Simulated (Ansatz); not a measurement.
Program: Ansatz. Geometries: PBE0-D4/def2-TZVP. ΔE: electronic, gas phase. CBS: MP2 limit from def2 TZ/QZ plus the TZ coupled-cluster correction, frozen cores. Functionals use def2-TZVPP. For Se outer-core shells are correlated without core-valence functions, which leaves a few kJ/mol of doubt a bond. Scalar relativity is left out up to krypton. One conformer a species, not always the lowest.

Consider the formal exchange of groups at the Se–Se bond: `C[Se][Se][SiH3]` + `O[SiH3]` → `O[SiH2][Se][SiH3]` + `C[SeH]`.

```json
{"species": "`C[Se][Se][SiH3]`", "B2PLYP energy (Eh)": "-5133.45353"}
{"species": "`O[SiH3]`", "B2PLYP energy (Eh)": "-367.02731"}
{"species": "`O[SiH2][Se][SiH3]`", "B2PLYP energy (Eh)": "-3058.84619"}
{"species": "`C[SeH]`", "B2PLYP energy (Eh)": "-2441.65545"}
```

(1) Work out ΔE.

Largest T1 diagnostic among the species: 0.011.

Results:

(1) ΔE = (-3058.84619) + (-2441.65545) − (-5133.45353) − (-367.02731) = -0.02080 Eh = -54.6 kJ/mol. CCSD(T)/CBS gives -58.6 kJ/mol.

From PBE to PBE0 (25 % exact exchange), in def2-TZVPP and without D4, ΔE moves by −5.4 kJ/mol.
